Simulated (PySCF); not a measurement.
Compound: C5H6ClN3.
SMILES with atom numbers: `[CH3:1][CH2:2][c:3]1[n:4][cH:5][n:6][c:7]([Cl:8])[n:9]1` (hydrogens: H10, H11, H12 on C1; H13, H14 on C2; H15 on C5)

The calculation used PySCF, TDDFT CAM-B3LYP/def2-SVPD, vertical, gas phase, core orbitals frozen in the response. The structure is a single GFN2-xTB conformer in the gas phase; no vibrational or solvent corrections. Torsions of this conformer, `[CH3:1][CH2:2][c:3]1[n:4][cH:5][n:6][c:7]([Cl:8])[n:9]1`: C1–C2–C3–N4 -179°.

Frontier orbitals with the atoms that hold most of them (Löwdin shares over 4%, at most four atoms; ? is withheld):

```
orbital  ε (eV)                            atoms
 LUMO+2    1.14   C5 16%, C3 15%, C2 12%, C1 12%
 LUMO+1   -0.52   C5 22%, C3 20%, N9 17%, N6 17%
   LUMO   -0.62   C7 26%, N4 19%, N6 11%, N9 10%
   HOMO   -9.63                                ?
 HOMO-1   -9.76                                ?
 HOMO-2  -10.09  Cl8 40%, N4 19%, N6 13%, C7 10%
 HOMO-3  -10.91   N9 28%, N6 14%, C3 12%, C2 10%
```

(1) Give the leading atoms of the HOMO-1.

(2) Which atoms hold the HOMO, and with what shares?

(3) The HOMO–LUMO gap is 9.01 eV. Where does the response calculation put the lowest singlet, and from which orbitals?

(4) Give energy, strength and leading configuration of S1 and S6, and follow the Löwdin shares of the leading atoms from the occupied to the empty orbital.

Answers

(1) N6 (bonded to 2 C) 36%; N4 (bonded to 2 C) 34%; C5 (bonded to 2 N and H) 7%; C3 (bonded to C and 2 N) 5%. By element: nitrogen 70% or more, carbon 12% or more.

(2) N9 (bonded to 2 C) 42%; N4 (bonded to 2 C) 20%; N6 (bonded to 2 C) 11%; C5 (bonded to 2 N and H) 6%. By element: nitrogen 73%, carbon 6% or more.

(3) S1 is at 4.87 eV (f = 0.0002), 4.13 eV below the gap, made of HOMO→LUMO (80%). 

(4) 
- S1 (4.87 eV, f 0.0002), HOMO→LUMO (80%): N9 42% → 10%, N4 20% → 19%, C7 at most 6% → 26%
- S6 (6.52 eV, f 0.166), HOMO-2→LUMO (89%): Cl8 40% → at most 11%, N4 19% → 19%, C7 10% → 26%
